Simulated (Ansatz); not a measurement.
# A rate constant, worked out

An elementary step of SiH$_{4}$SO$_{2}$, closed shell (SiH₄SO₂ ([OH][SiH]([OH])[SH]) → SiH₂O₂ ([OH][Si][OH]) + H₂S; Si–S, Si–H broken or loosened, S–H formed or tightened). The start structure is the reactant molecule, and the electronic barrier above it is 3.012 eV by CCSD(T) at an estimated basis limit (MP2 extrapolated from triple and quadruple zeta, plus CCSD(T) − MP2 in triple zeta). Computed with Ansatz 0.2.0 (basis: def2-TZVPP and def2-QZVPP); correlated methods freeze the cores. Extrapolation: Hartree–Fock as exp(−7.88 √X), correlation as X^−2.97. Harmonic wavenumbers at PBE0-D4/def2-TZVP (Ansatz 0.2.0), in cm⁻¹:

Start: 153, 210, 244, 272, 340, 355, 511, 709, 772, 779, 840, 887, 908, 974, 2308, 2714, 3914, 3921.

Saddle: 1001i, 132, 150, 227, 259, 303, 368, 421, 546, 784, 806, 886, 959, 997, 1639, 2716, 3866, 3914.

Q: Work out the transition-state-theory rate constant at 800 K from these numbers alone (harmonic vibrations; rotation, path degeneracy and anharmonicity left out), and the Wigner tunnelling factor. Use 1 cm⁻¹ = 1.2398 × 10⁻⁴ eV and k_B = 8.617 × 10⁻⁵ eV/K.

A: Zero-point energies, half the sums: start 20811/2 cm⁻¹ = 1.2901 eV; saddle, real modes only, 18973/2 cm⁻¹ = 1.1762 eV.
Barrier with zero-point energy: 3.012 + 1.1762 − 1.2901 = 2.8981 eV.
k_BT = 0.06894 eV, so the barrier is 42.04 k_BT.
Vibrational partition functions from the zero-point level, ln q = −Σ ln(1 − exp(−hν/k_BT)): start 8.415, saddle 8.989.
k = (k_BT/h) exp(ln q‡ − ln q) exp(−E0/k_BT), with log₁₀(k_BT/h in s⁻¹) = 13.22: log₁₀ k = 13.22 + (0.574 − 42.04)/2.3026 = -4.79, so k ≈ 2 × 10^(-5) s⁻¹.
Wigner factor: 1 + (hν‡/k_BT)²/24 = 1 + (1.80)²/24 = 1.14. A change of 1 kcal/mol (0.043 eV) in the barrier would change k by a factor of 1.9 at this temperature.

The T1 diagnostic stays at or below 0.015. The restricted Hartree–Fock reference is unstable towards an unrestricted one at one or more of these structures.

Losses and insertions of silylenes and their heavier kin drive the gas-phase chemistry of silicon and germanium vapour deposition.

Labels in which every atom is bracketed show which atoms are joined, not bond orders.

For scale, one of the runs: CCSD(T)/def2-TZVPP, 202 basis functions (an equivalent command: `ansatz run in.yaml --threads 4`). Time: 30 s of wall clock on 4 CPU threads; the host was shared. Peak host memory: 2.5 GiB.
